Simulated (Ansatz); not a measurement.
Job for Ansatz (a program for electronic structure): R-CCSD(T)/cc-pV(D+d)Z on CH4BClO (SMILES COBCl), a point of a torsion scan. Files ending in .json are basis or fitting sets from the Basis Set Exchange.

Ansatz 0.2 input:
```yaml
crystal:
  periodic: [false, false, false]
  atoms:
    - {symbol: C, position_ang: [-1.08644525, -0.06074558, 0.12727998]}
    - {symbol: O, position_ang: [-0.11503927, -0.70597914, -0.67352657]}
    - {symbol: B, position_ang: [0.92907640, -1.37828990, -0.23517531]}
    - {symbol: Cl, position_ang: [1.25162605, -1.59778492, 1.45721214]}
    - {symbol: H, position_ang: [-0.69966183, 0.90215199, 0.46720402]}
    - {symbol: H, position_ang: [-1.33801659, -0.66514681, 1.00132738]}
    - {symbol: H, position_ang: [-1.97061586, 0.09452969, -0.49043600]}
    - {symbol: H, position_ang: [1.65036240, -1.84628612, -1.02769620]}
basis:
  gaussian:
    orbitals: cc-pV_D+d_Z.json
magnetization: {spin_polarized: false}
correlation: {method: ccsd_t, electrons: outside_noble_gas}
scf: {lower_state_search: off}
```

Question: Predict the final total energy.

Answer: -599.9429 hartree (reference determinant -599.3380, T1 diagnostic 0.013).
